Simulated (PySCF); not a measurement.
C4H7BO2S.
Cartesian coordinates in Å at the PBE0-D3(BJ)/def2-SVP level; atoms count from 1:
```
atom  x, y, z in Å
C1     2.8451   -0.5987   -0.0224
S2     1.1789   -1.1391    0.4457
B3     0.1536   -0.0828   -0.7214
O4    -1.1521   -0.8165   -0.9555
C5    -2.1612   -0.6268   -0.2032
C6    -2.2551    0.4130    0.7163
C7    -1.2465    1.3729    0.6690
O8    -0.2068    1.2563   -0.0492
H9     3.0202   -0.7597   -1.0958
H10    3.5639   -1.2004    0.5501
H11    3.0084    0.4620    0.2159
H12    0.6926    0.1640   -1.7767
H13   -2.9982   -1.3220   -0.3620
H14   -3.1410    0.5461    1.3339
H15   -1.3283    2.3112    1.2374
```

Probes without a nucleus sit at each ring's centroid and 1 Å off its mean plane on both sides; NICS is minus the shielding there, NICSzz its component along the normal. Level: GIAO PBE0/pcSseg-1 (PySCF, non-relativistic, gas phase) on the PBE0-D3(BJ)/def2-SVP geometry, one conformer.

Ring bond lengths (Å), with Mayer bond orders in brackets: B3–O4 1.516 (0.69), O4–C5 1.273 (1.38), C5–C6 1.391 (1.40), C6–C7 1.393 (1.38), C7–O8 1.269 (1.41), O8–B3 1.541 (0.65).

Problem. Give the NICS values of each ring in ppm.

Solution. 
```
             ring                                                             type  NICS(0)  NICS(1), two faces  NICS(1)zz, two faces  rms pucker (Å)  centre to ring atoms, mean (Å)
B3–O4–C5–C6–C7–O8  6-membered ring with B and 2 O; formal bonds 2 double, 4 single      3.6          -0.6 / 0.3             2.6 / 5.4            0.11                            1.39
```

Problem. What do they say, and how far can they be read as aromaticity?

Solution. 
- B3–O4–C5–C6–C7–O8: mean NICS(1)zz 4.0 ppm, deshielded. B3 has four or more neighbours, so the value isn't read as a sign of a π ring current.

Problem. What field does 7.05 T along the ring normal induce along that normal at the second NICS(1) probe listed for ring B3–O4–C5–C6–C7–O8, 1 Å off the ring?

Solution. NICSzz × B0 = 5.4 ppm × 7.05 T = 38 μT, along the applied field.

Problem. Give the inner angles of the rings and the Hirshfeld charges of the ring atoms.

Solution. 
- B3–O4–C5–C6–C7–O8: B3 106.6° (+0.079 e), O4 121.3° (-0.105 e), C5 123.7° (+0.128 e), C6 116.3° (-0.109 e), C7 123.3° (+0.125 e), O8 121.2° (-0.110 e); sum 712.5° against 720° for a flat convex ring.

Problem. How shielded are the nuclei of the rings and their hydrogens (means over atoms taken as equivalent)?

Solution. 
```json
{"atoms": "B3", "environment": "four-coordinate boron", "σ isotropic (ppm)": "93.0", "principal values of the symmetric part, first atom (ppm)": "76.1, 89.1, 113.8"}
{"atoms": "O4 (×2)", "environment": "oxygen bonded to B and C", "σ isotropic (ppm)": "39.4", "principal values of the symmetric part, first atom (ppm)": "-184.2, -17.1, 359.0"}
{"atoms": "C5 (×2)", "environment": "carbon bonded to C, O and H", "σ isotropic (ppm)": "-1.2", "principal values of the symmetric part, first atom (ppm)": "-103.6, -13.8, 114.8"}
{"atoms": "C6", "environment": "alkene CH carbon", "σ isotropic (ppm)": "77.4", "principal values of the symmetric part, first atom (ppm)": "-32.9, 108.5, 156.7"}
{"atoms": "H12", "environment": "B–H hydrogen", "σ isotropic (ppm)": "26.75", "principal values of the symmetric part, first atom (ppm)": "25.3, 25.8, 29.2"}
{"atoms": "H13 (×2)", "environment": "hydrogen on carbon", "σ isotropic (ppm)": "23.54", "principal values of the symmetric part, first atom (ppm)": "21.2, 24.3, 25.2"}
{"atoms": "H14", "environment": "vinylic hydrogen", "σ isotropic (ppm)": "25.73", "principal values of the symmetric part, first atom (ppm)": "24.5, 26.2, 26.6"}
```

Problem. How do the values depend on the level or the medium?

Solution. 
```json
{"level": "PBE0/pcSseg-1, gas", "NICS(0), B3–O4–C5–C6–C7–O8": "3.6", "mean NICS(1)zz, B3–O4–C5–C6–C7–O8": "4.0"}
{"level": "mPW1PW91/pcSseg-1, gas", "NICS(0), B3–O4–C5–C6–C7–O8": "3.5", "mean NICS(1)zz, B3–O4–C5–C6–C7–O8": "3.9"}
```

The geometry is the same throughout.
